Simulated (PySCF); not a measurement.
A structure optimised at PBE-D3(BJ)/def2-SVP, used in a PySCF frequency run:

```xyz
12

C     -3.2421     0.5896    -0.5097
C     -1.9318    -0.1249    -0.3915
C     -0.9000     0.2319     0.4083
Si     0.6831    -0.7422     0.4825
Cl     2.2897     0.4056    -0.2142
H     -3.4198     0.9142    -1.5579
H     -3.2922     1.4801     0.1469
H     -4.0865    -0.0860    -0.2527
H     -1.8223    -1.0252    -1.0281
H     -1.0088     1.1358     1.0376
H      0.5547    -1.9589    -0.3894
H      1.0298    -1.1441     1.8881
```
Charge 0, spin multiplicity 1.

Problem. Write its SMILES and formula.

Solution. C/C=C/[SiH2]Cl, C₃H₇ClSi

Problem. What are its rotational constants (standard atomic weights)?

Solution. 8.6550, 1.1540, 1.0745 GHz
